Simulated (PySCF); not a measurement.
# Which determinant of BeI lies lowest?

Unrestricted PBE0; Be def2-SVP, I def2-SVP with ECP28; scalar-relativistic core potentials (PySCF 2.14). Outer shells of the fragments: Be 2s2; I 4d10 5s2 5p5.

Followed along the bond (rough minima from three points):

```tsv
2Ms+1	unpaired	⟨S²⟩ at the start	R at minimum (Å)	Te (eV)
2	σ ↑	0.75	2.21	0.00
4	σ ↑, π ↑↑	3.75	none in the scan	≤ 4.70
```

Solutions found at the starting distance of 2.270 Å, counted from the lowest of them; the search is not exhaustive and high or unbound solutions are not listed, so other states can lie among these:

| 2Ms+1 | unpaired | term | E (eV) | ⟨S²⟩ | ⟨Lz²⟩ | μ (D) |
| --- | --- | --- | --- | --- | --- | --- |
| 2 | σ ↑ | ²Σ⁺ | 0.00 | 0.75 | 0.00 | -0.89 |
| 2 | π ↑ | ²Π | 2.73 | 0.77 | 1.00 | -3.16 |
| 2 | π ↑ | ²Π | 4.22 | 0.75 | 1.00 | 5.45 |
| 4 | σ ↑, π ↑↑ | mixed | 4.89 | 3.75 | 2.00 | 4.62 |
| 4 | σ ↑, π ↑↑ | mixed | 5.08 | 3.75 | 2.00 | 4.60 |
| 4 | σ ↑↑, π ↑ | ⁴Π | 6.38 | 3.75 | 1.00 | 3.99 |

A term symbol is given only where ⟨S²⟩ and ⟨Lz²⟩ are close to those of a pure state; real π, δ and φ orbitals otherwise mix terms. A positive dipole means Be(−)I(+).

Spin–orbit coupling is left out. Counting both spins, an empty level lies below a filled one in some of these solutions, because spin and occupation are held.
